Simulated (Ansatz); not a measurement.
`C=C[SiH2][SiH3]` + `O[Si]O[SiH3]` → `C=C[SiH2][SiH2]O` + `[SiH]O[SiH3]`  (redistribution)

Isolated molecules relaxed with PBE0-D4/def2-TZVP in Ansatz; ΔE leaves out vibrations. CBS: MP2 limit from def2 TZ/QZ plus the TZ coupled-cluster correction, frozen cores. This one scheme is used for every species. DFT in def2-TZVPP. B3LYP here is the variant with VWN-RPA as its local correlation; programs differ in this. Each species was taken in one conformer, which may not be the lowest.

```json
{"level": "PBE0-D4", "ΔE (kJ/mol)": "95.9", "difference from CCSD(T)/CBS": "3.5"}
{"level": "B3LYP-D4", "ΔE (kJ/mol)": "93.1", "difference from CCSD(T)/CBS": "0.7"}
{"level": "r2SCAN", "ΔE (kJ/mol)": "100.4", "difference from CCSD(T)/CBS": "8.0"}
{"level": "B3LYP", "ΔE (kJ/mol)": "94.5", "difference from CCSD(T)/CBS": "2.1"}
{"level": "HF/def2-TZVPP", "ΔE (kJ/mol)": "83.6", "difference from CCSD(T)/CBS": "-8.8"}
{"level": "CCSD(T)/def2-TZVPP", "ΔE (kJ/mol)": "92.6", "difference from CCSD(T)/CBS": "0.2"}
{"level": "HF/def2-QZVPP", "ΔE (kJ/mol)": "83.8", "difference from CCSD(T)/CBS": "-8.6"}
{"level": "MP2/def2-QZVPP", "ΔE (kJ/mol)": "95.5", "difference from CCSD(T)/CBS": "3.1"}
{"level": "HF/CBS(def2)", "ΔE (kJ/mol)": "83.9", "difference from CCSD(T)/CBS": "-8.5"}
{"level": "CCSD/CBS(def2)", "ΔE (kJ/mol)": "90.0", "difference from CCSD(T)/CBS": "-2.4"}
{"level": "CCSD(T)/CBS", "ΔE (kJ/mol)": "92.4", "difference from CCSD(T)/CBS": "0"}
```

Largest T1 diagnostic among the species: 0.014.

In def2-TZVPP, CCSD(T) changes the Hartree–Fock value by +9.0 kJ/mol (the triples alone add +2.4 kJ/mol) and MP2 by +11.9 kJ/mol.
